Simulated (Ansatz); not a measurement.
Ansatz (a program for electronic structure) input (PBE0/6-31G*):

Ansatz 0.2 input:
```yaml
crystal:
  periodic: [false, false, false]
  atoms:
    - {symbol: C, position_ang: [-1.58722249, -0.80952914, -0.38908962]}
    - {symbol: C, position_ang: [-0.48787175, 0.05899575, 0.21979378]}
    - {symbol: C, position_ang: [-0.42384481, 1.43919865, -0.42801241]}
    - {symbol: C, position_ang: [0.86316285, -0.65570489, 0.11768014]}
    - {symbol: O, position_ang: [1.92475347, -0.02209898, 0.68583766]}
    - {symbol: H, position_ang: [-2.56300861, -0.33247512, -0.28641935]}
    - {symbol: H, position_ang: [-1.64188098, -1.78829026, 0.09315440]}
    - {symbol: H, position_ang: [-1.40967196, -0.97163039, -1.45621544]}
    - {symbol: H, position_ang: [-0.69486554, 0.18551367, 1.28812278]}
    - {symbol: H, position_ang: [-0.25903882, 1.35279358, -1.50626041]}
    - {symbol: H, position_ang: [0.39196110, 2.02755006, -0.00737432]}
    - {symbol: H, position_ang: [-1.35544788, 1.98720571, -0.27682986]}
    - {symbol: H, position_ang: [0.80810495, -1.69410506, 0.49404897]}
    - {symbol: H, position_ang: [1.14047726, -0.78753250, -0.95115926]}
basis:
  gaussian:
    orbitals: 6-31G*
hamiltonian:
  xc: {name: PBE0}
magnetization: {spin_polarized: true, initial_magnetization: 1}
```

Output:

```
Functional definition: PBE0
integrals: 0.05 GiB planned
991 factors; integrals over basis functions are off by at most 7.3e-4 eV
0.16 GiB of the device are held for the grids
0.42 GiB of device memory are held for the factors and their scratch space
mean field: 0.29 GiB planned
mean field evaluation 1: about -6326.1780 eV, gradient 3.6e1 eV
mean field evaluation 2: about -6325.6232 eV, gradient 3.8e1 eV
mean field evaluation 4: about -6332.3032 eV, gradient 1.9e0 eV
mean field evaluation 8: about -6332.6706 eV, gradient 2.4e-1 eV
mean field evaluation 16: about -6332.6714 eV, gradient 1.5e-2 eV
mean field evaluation 32: about -6332.6716 eV, gradient 6.3e-5 eV
mean field -6332.67159309 eV, -232.7213886071 hartree, gradient 1.3e-5 eV, S^2 0.753472; 2 other end points of the search recorded, 0 dependent functions left out
reference -6332.67160842 eV, -232.7213891705 hartree; 21, 20 occupied and 72, 73 virtual orbitals, 991 factors
Total energy: -6332.67160842 eV, -232.7213891705 hartree
```

It need not be the lowest isomer of its formula.
